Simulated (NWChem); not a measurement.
Molecule: CH3F3Si; SMILES FC[SiH](F)F

```xyz
8

F      0.6410    -1.9244     0.0000
C     -0.6057    -1.2947     0.0000
Si    -0.3897     0.5794     0.0000
F      0.4434     1.0258     1.2947
F      0.4434     1.0258    -1.2947
H     -1.1685    -1.6243    -0.8852
H     -1.1685    -1.6243     0.8852
H     -1.6934     1.2819     0.0000
```
Atoms are numbered in this order, from 1.

The geometry was optimised at B3LYP/6-31G* (spherical d).

Give the principal values of the shielding tensors (ppm) of F1, C2, Si3, F4 from PBE0/pcSseg-1, GIAO (NWChem), with their diamagnetic and paramagnetic parts as GIAO splits them.


```tsv
atom	σ11	σ22	σ33	isotropic	diamagnetic	paramagnetic
F1	443.6	473.7	518.7	478.7	472.5	6.1
C2	69.5	79.3	174.0	107.6	250.5	-142.8
Si3	323.8	382.8	391.2	366.0	878.5	-512.5
F4	247.3	357.0	399.7	334.7	471.1	-136.4
```
